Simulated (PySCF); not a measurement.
## Which basis set comes closest?

Molecule: SMILES n1c(N)cccc1, C₅H₆N₂.

Atom-mapped SMILES (the numbers label the heavy atoms): `[NH2:1][c:2]1[cH:3][cH:4][cH:5][cH:6][n:7]1`; H(Xn) means a hydrogen on atom n.

Geometry PBE0-D3(BJ)/def2-SVP throughout; GIAO in PySCF, gas phase, one conformer, non-relativistic; equivalent atoms averaged; functional PBE0.

Reference values (estimated from measurements, as parent shift plus tabulated substituent increments; solution, not stated per compound (mostly CDCl3 or CCl4); Pretsch, Buehlmann, Badertscher, Structure Determination of Organic Compounds, 4th ed. (2009)): δ(C2) = 158.2 ppm, δ(C3) = 108.6 ppm, δ(C4) = 137.7 ppm, δ(C5) = 114.0 ppm, δ(C6) = 148.2 ppm, δ(H(C3)) = 6.49 ppm, δ(H(C4)) = 7.38 ppm, δ(H(C5)) = 6.62 ppm. Computed shifts are taken against TMS, calculated as an isolated molecule at each level.

Task: How do the basis sets STO-3G, pcSseg-0, 6-31G, 6-31G*, cc-pVDZ, def2-SVP, pcSseg-1, aug-cc-pVDZ, 6-311+G(2d,p), def2-TZVP, cc-pVTZ, IGLO-III perform against the reference? Times are CPU seconds on shared hosts with different chips, so compare them loosely.

Result: 
| basis set | functions | C2 | C3 | C4 | C5 | C6 | H(C3) | H(C4) | H(C5) | mean abs. error C | mean abs. error H | core-s |
| --- | --- | --- | --- | --- | --- | --- | --- | --- | --- | --- | --- | --- |
| STO-3G | 41 | 120.5 | 93.6 | 113.3 | 102.0 | 119.6 | 5.86 | 6.91 | 6.53 | 23.5 | 0.40 | 3.4 |
| pcSseg-0 | 75 | 166.9 | 113.4 | 146.4 | 122.3 | 161.3 | 6.18 | 7.27 | 6.48 | 8.7 | 0.19 | 5.8 |
| 6-31G | 75 | 149.2 | 102.5 | 131.6 | 110.4 | 144.1 | 6.30 | 7.30 | 6.64 | 5.8 | 0.10 | 6.7 |
| 6-31G* | 110 | 148.1 | 99.7 | 130.7 | 107.2 | 142.9 | 5.95 | 7.15 | 6.28 | 7.6 | 0.37 | 10 |
| cc-pVDZ | 128 | 154.2 | 104.5 | 135.8 | 112.6 | 147.9 | 6.01 | 7.22 | 6.33 | 2.3 | 0.31 | 12 |
| def2-SVP | 128 | 153.4 | 102.5 | 134.8 | 110.4 | 147.3 | 5.98 | 7.15 | 6.24 | 3.7 | 0.37 | 11 |
| pcSseg-1 | 149 | 161.3 | 108.6 | 143.0 | 116.9 | 155.1 | 6.21 | 7.41 | 6.47 | 3.6 | 0.15 | 13 |
| aug-cc-pVDZ | 215 | 156.0 | 104.1 | 135.7 | 111.5 | 148.8 | 6.41 | 7.57 | 6.71 | 2.4 | 0.12 | 27 |
| 6-311+G(2d,p) | 225 | 160.9 | 107.7 | 141.0 | 115.1 | 153.4 | 6.38 | 7.49 | 6.64 | 2.6 | 0.08 | 29 |
| def2-TZVP | 253 | 162.7 | 108.5 | 142.8 | 116.2 | 154.9 | 6.33 | 7.49 | 6.63 | 3.7 | 0.09 | 33 |
| cc-pVTZ | 294 | 161.3 | 107.8 | 141.8 | 115.7 | 153.8 | 6.32 | 7.47 | 6.63 | 3.1 | 0.09 | 41 |
| IGLO-III | 305 | 166.1 | 111.7 | 146.0 | 119.4 | 158.5 | 6.37 | 7.49 | 6.63 | 7.0 | 0.08 | 43 |

For ¹³C the closest is cc-pVDZ (2.3 ppm, with aug-cc-pVDZ practically level) and the furthest STO-3G (23.5 ppm).

For ¹H the closest is 6-311+G(2d,p) (0.08 ppm, with IGLO-III, cc-pVTZ, def2-TZVP, 6-31G practically level) and the furthest STO-3G (0.40 ppm). Where a smaller basis beats a larger one, errors probably cancel. One molecule is a small sample, and vibrational and solvent effects are absent from the calculation.

A small basis that lands close on one nucleus may do so by chance; judge by the trend and by all nuclei.
